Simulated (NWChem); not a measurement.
System: GeHOCl3; SMILES [OH][Ge]([Cl])([Cl])[Cl]

Output (shortened):

```
             Northwest Computational Chemistry Package (NWChem) 7.3.0
             --------------------------------------------------------

                             Geometry "geometry" -> ""
                             -------------------------

 Output coordinates in angstroms (scale by  1.889725989 to convert to a.u.)

  No.       Tag          Charge          X              Y              Z
 ---- ---------------- ---------- -------------- -------------- --------------
    1 O                    8.0000     0.00057600    -0.19307300    -1.96208500
    2 Ge                  32.0000     0.00005100    -0.02753200    -0.22241300
    3 Cl                  17.0000     1.72380000     1.03835100     0.44694100
    4 Cl                  17.0000     0.00358000    -1.99716800     0.55922100
    5 Cl                  17.0000    -1.72778000     1.03180500     0.44674800
    6 H                    1.0000     0.00108100     0.65442600    -2.42460800

 Effective nuclear repulsion energy (a.u.)     702.4554389938

  pbe96 is a nonlocal functional; adding pw91lda local functional.
                              NWChem Property Module
                              ----------------------

  itol2e modified to match energy
  convergence criterion.

                                 NWChem DFT Module
                                 -----------------

 Summary of "ao basis" -> "ao basis" (spherical)
 ------------------------------------------------------------------------------
       Tag                 Description            Shells   Functions and Types
 ---------------- ------------------------------  ------  ---------------------
 O                           6-31g*                  6       14   3s2p1d
 Ge                          6-31g*                 12       32   5s4p3d
 Cl                          6-31g*                  8       18   4s3p1d
 H                           6-31g*                  2        2   2s

  itol2e modified to match energy
  convergence criterion.

            General Information
            -------------------
          SCF calculation type: DFT
          Wavefunction type:  closed shell.
          No. of atoms     :     6
          No. of electrons :    92
           Alpha electrons :    46
            Beta electrons :    46
          Charge           :     0
          Spin multiplicity:     1
          Use of symmetry is: off; symmetry adaption is: off
          Maximum number of iterations: 150
          AO basis - number of functions:   102
                     number of shells:    44
          Convergence on energy requested:  1.00D-07
          Convergence on density requested:  1.00D-05
          Convergence on gradient requested:  5.00D-04

              XC Information
              --------------
          PerdewBurkeErnzerhof Exchange Functional  1.000
            Perdew 1991 LDA Correlation Functional  1.000 local
           PerdewBurkeErnz. Correlation Functional  1.000 non-local

             Grid Information
             ----------------
          Grid used for XC integration:  fine
          Radial quadrature: Mura-Knowles
          Angular quadrature: Lebedev.
          Tag              B.-S. Rad. Rad. Pts. Rad. Cut. Ang. Pts.
          ---              ---------- --------- --------- ---------
          O                   0.60       70           9.0       590
          Ge                  1.25      140           8.0       974
          Cl                  1.00      123          11.0       770
          H                   0.35       60          11.0       590
          Grid pruning is: on
          Number of quadrature shells:   639
          Spatial weights used:  Erf1

      Superposition of Atomic Density Guess
      -------------------------------------

 Sum of atomic energies:       -3528.62576940

      Non-variational initial energy
      ------------------------------

 Total energy =   -3529.703218
 1-e energy   =   -6305.282506
 2-e energy   =    2073.123848
 HOMO         =      -0.429838
 LUMO         =      -0.023480

   convergence    iter        energy       DeltaE   RMS-Dens  Diis-err
 ---------------- ----- ----------------- --------- --------- ---------
 d= 0,ls=0.0,diis     1  -3532.1312436852 -4.23D+03  2.60D-02  1.14D+00
 d= 0,ls=0.0,diis     2  -3531.8256504419  3.06D-01  1.69D-02  3.78D+00
 d= 0,ls=0.0,diis     3  -3532.2540953940 -4.28D-01  4.55D-03  1.81D-01
 d= 0,ls=0.0,diis     4  -3532.2613097138 -7.21D-03  2.64D-03  7.22D-02
 d= 0,ls=0.0,diis     5  -3532.2705865768 -9.28D-03  4.17D-04  6.81D-03
  Resetting Diis
 d= 0,ls=0.0,diis     6  -3532.2710552254 -4.69D-04  6.87D-05  9.48D-05
 d= 0,ls=0.0,diis     7  -3532.2710620388 -6.81D-06  6.05D-05  5.28D-06
 d= 0,ls=0.0,diis     8  -3532.2710606597  1.38D-06  3.88D-05  1.47D-05
 d= 0,ls=0.0,diis     9  -3532.2710628073 -2.15D-06  5.76D-06  5.24D-07
 d= 0,ls=0.0,diis    10  -3532.2710628516 -4.43D-08  2.13D-06  7.27D-08

         Total DFT energy =    -3532.271062851593
      One electron energy =    -6304.008981519600
           Coulomb energy =     2241.168634314424
    Exchange-Corr. energy =     -171.886154640196
 Nuclear repulsion energy =      702.455438993779

 Numeric. integr. density =       91.999999819076

                       DFT Final Molecular Orbital Analysis
                       ------------------------------------

 Vector   44  Occ=2.000000D+00  E=-3.011056D-01
              MO Center=  5.2D-03, -5.0D-01,  3.6D-01, r^2= 5.0D+00
   Bfn.  Coefficient  Atom+Function         Bfn.  Coefficient  Atom+Function
  ----- ------------  ---------------      ----- ------------  ---------------
    73      0.435210  4 Cl pz                55     -0.303903  3 Cl pz
    91     -0.301878  5 Cl pz                72      0.293038  4 Cl py
    77      0.230224  4 Cl pz                54      0.193178  3 Cl py
    90      0.192619  5 Cl py                69     -0.169963  4 Cl pz
    59     -0.157563  3 Cl pz                95     -0.156484  5 Cl pz

 Vector   45  Occ=2.000000D+00  E=-2.932567D-01
              MO Center= -1.7D-03, -6.2D-02,  4.2D-01, r^2= 5.2D+00
   Bfn.  Coefficient  Atom+Function         Bfn.  Coefficient  Atom+Function
  ----- ------------  ---------------      ----- ------------  ---------------
    71      0.450196  4 Cl px                54      0.357097  3 Cl py
    90     -0.358524  5 Cl py                75      0.241755  4 Cl px
    53     -0.211637  3 Cl px                89     -0.210367  5 Cl px
    58      0.187832  3 Cl py                94     -0.188588  5 Cl py
    67     -0.175537  4 Cl px                50     -0.139221  3 Cl py

 Vector   46  Occ=2.000000D+00  E=-2.907006D-01
              MO Center= -2.9D-03,  5.0D-01, -5.5D-01, r^2= 4.5D+00
   Bfn.  Coefficient  Atom+Function         Bfn.  Coefficient  Atom+Function
  ----- ------------  ---------------      ----- ------------  ---------------
     3      0.427354  1 O  px                55      0.352901  3 Cl pz
    91     -0.354104  5 Cl pz                 7      0.318112  1 O  px
    59      0.186507  3 Cl pz                95     -0.187159  5 Cl pz
    53     -0.165559  3 Cl px                89     -0.165045  5 Cl px
    51     -0.137242  3 Cl pz                87      0.137712  5 Cl pz

 Vector   47  Occ=0.000000D+00  E=-1.050450D-01
              MO Center= -9.8D-05,  1.8D-02,  8.2D-02, r^2= 4.4D+00
   Bfn.  Coefficient  Atom+Function         Bfn.  Coefficient  Atom+Function
  ----- ------------  ---------------      ----- ------------  ---------------
    24      0.988020  2 Ge s                 28     -0.581189  2 Ge s
    72      0.336074  4 Cl py                76      0.325235  4 Cl py
    89      0.290717  5 Cl px                20     -0.289185  2 Ge s
    53     -0.290013  3 Cl px                57     -0.282924  3 Cl px
    93      0.283605  5 Cl px                 6      0.257502  1 O  s

 Vector   48  Occ=0.000000D+00  E=-1.513398D-02
              MO Center= -1.4D-04,  4.1D-01, -8.1D-01, r^2= 4.5D+00
   Bfn.  Coefficient  Atom+Function         Bfn.  Coefficient  Atom+Function
  ----- ------------  ---------------      ----- ------------  ---------------
     6      0.616225  1 O  s                 31      0.607394  2 Ge pz
    27      0.536981  2 Ge pz                30     -0.462187  2 Ge py
    74     -0.370970  4 Cl s                102     -0.353775  6 H  s
    28     -0.329070  2 Ge s                 26     -0.314442  2 Ge py
    76     -0.285213  4 Cl py                 8      0.247410  1 O  py

 Vector   49  Occ=0.000000D+00  E= 5.690221D-04
              MO Center= -9.5D-04, -1.1D-01, -3.7D-01, r^2= 4.4D+00
   Bfn.  Coefficient  Atom+Function         Bfn.  Coefficient  Atom+Function
  ----- ------------  ---------------      ----- ------------  ---------------
    26      0.887345  2 Ge py                30      0.669196  2 Ge py
     6      0.477617  1 O  s                102     -0.419998  6 H  s
    74      0.390983  4 Cl s                 56     -0.295662  3 Cl s
    57      0.293374  3 Cl px                92     -0.291099  5 Cl s
    93     -0.290774  5 Cl px                76      0.283611  4 Cl py

     Multipole analysis of the density
     ---------------------------------

     L   x y z        total         alpha         beta         nuclear
     -   - - -        -----         -----         ----         -------
     0   0 0 0     -0.000000    -46.000000    -46.000000     92.000000

     1   1 0 0      0.000391     -0.000297     -0.000297      0.000985
     1   0 1 0      0.468126      0.735205      0.735205     -1.002284
     1   0 0 1     -0.486239      0.266194      0.266194     -1.018627

[...]

          -----------------------
          Electric field gradient
          -----------------------

 1 a.u. = 0.324123 10**(16) esu/cm**3  ( or statvolts/cm**2 ) = 0.97174 10**(22) v/m**2

 ------------------------------------------------------------
   Atom      X         Y         Z
 ------------------------------------------------------------
    1 O    0.00109  -0.36486  -3.70780
 ------------------------------------------------------------

 Electric field gradient in molecular frame (a.u.)
         XX             YY             ZZ             XY             XZ             YZ
 ------------------------------------------------------------------------------------------
        1.319313      -0.454662      -0.864651      -0.000817       0.001134       0.598820

 Principal components (a.u.) and orientation
 of principal axis w.r.t. absolute frame                      Asymmetry parameter eta
 --------------------------------------------------------------------------------------
        1.319314      -1.292594      -0.026720                       0.959494

        1.000000      -0.000535       0.000004
       -0.000315      -0.581430       0.813596
        0.000433       0.813596       0.581430

 ------------------------------------------------------------
   Atom      X         Y         Z
 ------------------------------------------------------------
    2 Ge   0.00010  -0.05203  -0.42030
 ------------------------------------------------------------

 Electric field gradient in molecular frame (a.u.)
         XX             YY             ZZ             XY             XZ             YZ
 ------------------------------------------------------------------------------------------
       -0.111792      -0.182485       0.294277      -0.000255      -0.000465      -0.105104

 Principal components (a.u.) and orientation
 of principal axis w.r.t. absolute frame                      Asymmetry parameter eta
 --------------------------------------------------------------------------------------
        0.316419      -0.204628      -0.111791                       0.293399

       -0.000939       0.003724       0.999993
       -0.206144       0.978514      -0.003838
        0.978521       0.206146       0.000151

 ------------------------------------------------------------
   Atom      X         Y         Z
 ------------------------------------------------------------
    3 Cl   3.25751   1.96220   0.84460
 ------------------------------------------------------------

 Electric field gradient in molecular frame (a.u.)
         XX             YY             ZZ             XY             XZ             YZ
 ------------------------------------------------------------------------------------------
       -1.248586       0.305850       0.942737      -1.593270      -0.952068      -0.524500

 Principal components (a.u.) and orientation
 of principal axis w.r.t. absolute frame                      Asymmetry parameter eta
 --------------------------------------------------------------------------------------
       -2.578701       1.347653       1.231048                       0.045218

        0.812820      -0.566144       0.137135
        0.502526       0.562435      -0.656608
        0.294605       0.602618       0.741660

 ------------------------------------------------------------
   Atom      X         Y         Z
 ------------------------------------------------------------
    4 Cl   0.00677  -3.77410   1.05677
 ------------------------------------------------------------

 Electric field gradient in molecular frame (a.u.)
         XX             YY             ZZ             XY             XZ             YZ
 ------------------------------------------------------------------------------------------
        1.361620      -2.214618       0.852998       0.006428      -0.002664       1.361800

 Principal components (a.u.) and orientation
 of principal axis w.r.t. absolute frame                      Asymmetry parameter eta
 --------------------------------------------------------------------------------------
       -2.731936       1.370309       1.361627                       0.003178

       -0.001699      -0.023922       0.999712
        0.934823       0.354971       0.010083
       -0.355110       0.934571       0.021760

 ------------------------------------------------------------
   Atom      X         Y         Z
 ------------------------------------------------------------
    5 Cl  -3.26503   1.94983   0.84423
 ------------------------------------------------------------

 Electric field gradient in molecular frame (a.u.)
         XX             YY             ZZ             XY             XZ             YZ
 ------------------------------------------------------------------------------------------
       -1.261018       0.317782       0.943236       1.587451       0.953933      -0.520990

 Principal components (a.u.) and orientation
 of principal axis w.r.t. absolute frame                      Asymmetry parameter eta
 --------------------------------------------------------------------------------------
       -2.579009       1.347602       1.231407                       0.045054

        0.814739       0.563731      -0.135678
       -0.499451       0.563451      -0.658082
       -0.294533       0.603929       0.740621

 ------------------------------------------------------------
   Atom      X         Y         Z
 ------------------------------------------------------------
    6 H    0.00204   1.23669  -4.58184
 ------------------------------------------------------------

 Electric field gradient in molecular frame (a.u.)
         XX             YY             ZZ             XY             XZ             YZ
 ------------------------------------------------------------------------------------------
        0.251426      -0.306805       0.055380      -0.000322       0.000185       0.283581

 Principal components (a.u.) and orientation
 of principal axis w.r.t. absolute frame                      Asymmetry parameter eta
 --------------------------------------------------------------------------------------
       -0.462184       0.251426       0.210758                       0.087990

        0.000520       1.000000      -0.000183
        0.876987      -0.000369       0.480515
       -0.480515       0.000410       0.876987
```

Level: PBE/6-31G* (spherical d). Geometry: optimised at PBE0/def2-SVP. NWChem prints the field gradient with the sign opposite to the second derivative of the potential.

Task: Reconstruct the input file.

Result: Several could match; the one computed here: the input that was run:
```
start job
memory heap 200 mb stack 900 mb global 1100 mb
geometry units angstroms noautosym nocenter noautoz
  O      0.000576    -0.193073    -1.962085
  Ge     0.000051    -0.027532    -0.222413
  Cl     1.723800     1.038351     0.446941
  Cl     0.003580    -1.997168     0.559221
  Cl    -1.727780     1.031805     0.446748
  H      0.001081     0.654426    -2.424608
end
basis spherical
  * library 6-31g*
end
dft
  xc xpbe96 cpbe96
  iterations 150
end
property
  efieldgrad
end
task dft property
```
